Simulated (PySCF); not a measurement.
C3H6FNSi, SMILES F[SiH2][C@H](C#C)N. Geometry: PBE-D3(BJ)/def2-SVP. The structure was generated by enumeration; whether it is a known compound was not checked. One conformer was computed; it need not be the lowest.

Computed equilibrium geometry at PBE-D3(BJ)/def2-SVP (PySCF confirms it by a frequency run) as bond lengths and angles (one conformer of several):
Atoms: C1 C2 C3 N4 Si5 F6 H7 H8 H9 H10 H11 H12. Bonded distances (Å): C1–C2 1.225, C1–H7 1.081, C2–C3 1.456, C3–N4 1.478, C3–Si5 1.914, C3–H8 1.115, N4–H9 1.030, N4–H10 1.030, Si5–F6 1.650, Si5–H11 1.500, Si5–H12 1.501. Angles (°): C2–C1–H7 178.0, C1–C2–C3 174.5, C2–C3–N4 113.4, C2–C3–Si5 106.1, C2–C3–H8 108.8, N4–C3–Si5 112.0, N4–C3–H8 108.2, Si5–C3–H8 108.2, C3–N4–H9 109.3, C3–N4–H10 108.6, H9–N4–H10 106.0, C3–Si5–F6 105.5, C3–Si5–H11 108.4, C3–Si5–H12 114.3, F6–Si5–H11 107.8, F6–Si5–H12 108.0, H11–Si5–H12 112.4.
